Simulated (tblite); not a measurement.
Compound: C4H10F2N2Si.
Geometry (GFN2-xTB, Å), atoms numbered from 1 in this order:
```xyz
19
C4H10F2N2Si angstrom
F     -2.0280   -2.1046   -0.4910
C     -1.7570   -0.7733   -0.7028
C     -1.3858   -0.0965    0.6206
C     -1.0401    1.3757    0.3819
N      0.3507    1.3973   -0.0164
Si     1.2228    0.1877    0.8508
C      2.5424   -0.5676   -0.3104
F      3.3492   -1.4164    0.4236
N     -0.2083   -0.6896    1.2076
H     -0.9172   -0.7227   -1.4013
H     -2.6574   -0.3349   -1.1432
H     -2.2345   -0.1930    1.3099
H     -1.2074    1.9383    1.3086
H     -1.6687    1.8050   -0.4035
H      0.7024    2.3258   -0.1798
H      1.8608    0.5464    2.1221
H      2.1330   -1.1685   -1.1257
H      3.2090    0.1851   -0.7355
H     -0.2758   -1.6850    1.3376
```

Method: GFN2-xTB as coded in tblite; computed harmonic values from a numerical Hessian at the method's own geometry, unscaled. Errors from tens to a few hundred cm⁻¹ against measured bands are possible. Modes of hydrogen on silicon can be 10 to 20 % off. One conformer, not necessarily the lowest.

Harmonic wavenumbers (cm⁻¹): 31.4, 51.0, 89.9, 120.5, 154.6, 206.7, 254.6, 272.6, 359.6, 404.8, 467.5, 484.4, 551.3, 603.0, 678.7, 690.4, 709.9, 760.8, 852.2, 866.1, 912.3, 954.0, 986.7, 1032.2, 1045.9, 1087.9, 1101.2, 1150.4, 1175.4, 1199.5, 1203.6, 1213.7, 1257.1, 1278.0, 1288.2, 1314.9, 1335.8, 1360.2, 1433.0, 1445.5, 1489.1, 2233.9, 2882.7, 2898.8, 2943.9, 2952.8, 2957.0, 2966.2, 2969.5, 3482.9, 3487.8.

A = 1993, B = 884.3, C = 705.4 MHz; mass 152.058 u (most abundant isotopes); point group C1, symmetry number 1.

What is the zero-point energy?

½Σν̃ = 31825 cm⁻¹ = 90.99 kcal/mol.

Give the ideal-gas entropy at 350 K and 1 bar in the rigid-rotor, harmonic-oscillator model (classical rotation).

Translation 41.79, rotation 30.42, vibration 37.86: S = 110.1 cal/(mol K).

And Cp and H(350 K) − H(0)?

Cp = 45.43 cal/(mol K), of which vibrations give 37.48 (their classical limit is 51 R = 101.3); H(350 K) − H(0) = 9.45 kcal/mol without the zero-point energy, 6.67 from vibrations.

Blend soft modes into free rotors: weight 1/[1 + (100 cm⁻¹/ν̃)⁴] for the oscillator and the rest for a rotor with moment μB/(μ + B), μ = h/(8π²ν), B = 10⁻⁴⁴ kg m². What vibrational entropy results?

33.92 cal/(mol K) in place of 37.86, which changes −T·S at 350 K by +1.38 kcal/mol.

Which modes carry the vibrational entropy at 350 K?

31.4 cm⁻¹: 6.06; 51.0 cm⁻¹: 5.10; 89.9 cm⁻¹: 3.98; 120.5 cm⁻¹: 3.40; 154.6 cm⁻¹: 2.92; 206.7 cm⁻¹: 2.37 cal/(mol K); the other 45 give 14.04 together.

How do the functions run with temperature in this model?

```
 T (K)  S (cal/(mol K))  Cp (cal/(mol K))  H − H(0) (kcal/mol)  G − H(0) (kcal/mol)  ln q(vib)
   150             81.9              24.4                 2.49                -9.79       3.88
   250             96.7              34.7                 5.44               -18.73       6.72
298.15            103.2              39.9                 7.23               -23.55       8.05
   400            116.5              50.4                11.85               -34.74      10.84
   600            140.1              66.2                23.62               -60.45      16.21
   900            170.0              80.6                45.84              -107.12      23.78
```

q(vib) and H(0) count from the zero-point level.

What must be added to the electronic energy to get the Gibbs energy at 350 K and 1 bar?

ZPE + [H(350 K) − H(0)] − T·S = 90.99 + 9.45 − 38.52 = 61.92 kcal/mol.

Hindered rotation and anharmonicity are outside this model. Other conformers, if any are populated, would add a mixing term that is left out. The structure is chiral; the term R ln 2 for an equal mix with its mirror image is left out.
